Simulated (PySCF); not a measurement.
Compound: C₅H₉NO.
SMILES with atom numbers: `[H]/[N:7]=[CH:6]/[O:5][CH2:4][C:2](=[CH2:1])[CH3:3]` (hydrogens: H8, H9 on C1; H10, H11, H12 on C3; H13, H14 on C4; H15 on C6; H16 on N7)

Torsions of this conformer, `[H]/[N:7]=[CH:6]/[O:5][CH2:4][C:2](=[CH2:1])[CH3:3]`: C1–C2–C4–O5 -120°, C2–C4–O5–C6 -179°, C4–O5–C6–N7 1°.

The closed-shell ground state was solved at several levels (PySCF, density fitting, gas phase, non-relativistic). Isolated species at its GFN2-xTB geometry (one conformer only).

```csv
level,basis functions,HOMO (eV),LUMO (eV),gap (eV),dipole (D)
CAM-B3LYP/def2-SVPD,215,-8.76,1.31,10.07,0.91
B3LYP/pcJ-1,279,-7.12,0.10,7.22,0.93
```

What might PBE0/pcSseg-1 (164 basis functions) give for the same quantities?

HOMO -7.37 eV, LUMO 0.32 eV, gap 7.69 eV, dipole 0.95 D.

Over all these levels, which gives the widest orbital gap and which the narrowest?

CAM-B3LYP/def2-SVPD (range-separated hybrid) has the widest, 10.07 eV, and B3LYP/pcJ-1 (global hybrid, 20 % exact exchange) the narrowest, 7.22 eV. Functional and basis both differ between the two, so the spread mixes both effects.

How far do the dipole and the HOMO energy spread over the levels?

The dipole runs from 0.91 to 0.95 D (mean 0.93 D) and the HOMO from -8.76 to -7.12 eV.
